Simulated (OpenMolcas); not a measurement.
Worked example: vertical energy of the triplet above the singlet of KNa (Sodium Potassium)

The species is KNa (2 atoms), meant as a singlet with charge 0. As SMILES, `[Na][K]`. Geometry: a GFN2-xTB relaxation, a rough one for these elements and not checked as a minimum.

```xyz
2

Na    0.0000    0.0000    0.0000
K     0.0000    0.0000    3.0476
```

Both states at this one shape; open shells run unrestricted unless said. 1 Eh = 27.2114 eV.

```tsv
level	program	singlet KNa (Eh)	triplet KNa (Eh)
KT3/3-21G	OpenMolcas	-763.316840	-763.274719
KT3/6-311++G**	OpenMolcas	-767.389852	-767.350499
KT3/6-311++G(2d,2p)	OpenMolcas	-767.390138	-767.350738
```

Question: Work out the vertical gap, second state less first, at each level.

Answer: 
1. KT3/3-21G: -763.274719 − (-763.316840) = 0.042121 Eh = 1.15 eV.
2. KT3/6-311++G**: -767.350499 − (-767.389852) = 0.039353 Eh = 1.07 eV.
3. KT3/6-311++G(2d,2p): -767.350738 − (-767.390138) = 0.039400 Eh = 1.07 eV.

No measured value is set beside it here; the levels span 1.07 to 1.15 eV.
